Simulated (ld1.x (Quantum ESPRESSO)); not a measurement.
## What one change does to a pseudopotential (platinum, PAW)

* Element: platinum (Pt)
* Generator: ld1.x (Quantum ESPRESSO) 7.5
* Type: PAW
* Functional: PBEsol
* Relativity: scalar-relativistic
* Frozen core: [Xe] 4f14
* Valence charge: 10
* Reference configuration: 5d9 6s1 6p0
* Partial waves: 6s (bound): rcut 2.45, rcutus 2.65 bohr; 6s channel at 0.25 Ry: rcut 2.45, rcutus 2.65 bohr; 6p (bound, empty): rcut 2.75, rcutus 3.05 bohr; 6p channel at 1.85 Ry: rcut 2.75, rcutus 3.05 bohr; 5d (bound): rcut 1.10, rcutus 1.50 bohr; 5d channel at 0.05 Ry: rcut 1.10, rcutus 1.50 bohr
* Local potential: all-electron potential smoothed inside 1.60 bohr (lloc = -1)
* Core correction: Bessel-smoothed model core, default radius (core density twice the valence density)
* Augmentation charge: PSQ, inside the norm-conserving radii

Change: all radii but the core radius scaled by about 0.86 (s 2.28, p 2.62, d 1.28 bohr, rcut 2.10/2.36/0.94); local potential all-electron potential smoothed inside 1.38 bohr (lloc = -1).

Cutoffs: the cutoffs (Ry, on a coarse ladder) from which the occupation-weighted sum of valence levels, in a spherical-Bessel basis at the reference potential, stays within 10 and 1 mRy of its value at 400 Ry; they do not see the model core or the augmentation charge, which bear on the density cutoff. Errors are all-electron minus pseudo energies relative to the spin-unpolarised reference configuration.

**Question.** How do hardness, ghosts and transferability respond?

**Answer.** The potential gets harder (50 Ry and 80 Ry → 60 Ry and 110 Ry); both files keep a bound ghost (p, s); the errors of the 7 common tests hardly move. A smaller radius makes the pseudo-wave follow the all-electron one further in, where it bends more sharply, so more plane waves are needed.

```tsv
quantity	base	changed
cutoff, loose	50 Ry	60 Ry
cutoff, tight	80 Ry	110 Ry
loose cutoff by channel (10 mRy a level)	s 6 Ry, d 40 Ry	s 8 Ry, d 45 Ry
bound ghosts	s, p	s, p
error for 5d9 6s0 6p0, meV [ΔE 9.23 eV]	-5.7	-5.4
error for 5d8 6s0 6p0, meV [ΔE 29.22 eV]	-36	-37
error for 5d7 6s0 6p0, meV [ΔE 61.47 eV]	-208	-209
error for 5d8 6s2 6p0, meV [ΔE 0.99 eV]	-18	-18
error for 5d10 6s0 6p0, meV [ΔE -0.01 eV]	-19	-19
error for 5d9 6s0.5 6p0, meV [ΔE 3.71 eV]	-1.9	-1.9
error for 5d8 6s1 6p0, meV [ΔE 11.20 eV]	-20	-21
lowest overlap eigenvalue by channel	s 0.17, p 0.38, d 0.31	s 0.30, p 0.43, d 0.80
```

 A true bound ghost makes a file unfit for plane-wave use even where its test errors are small: the radial tests pick states by their node count and pass the ghost by.
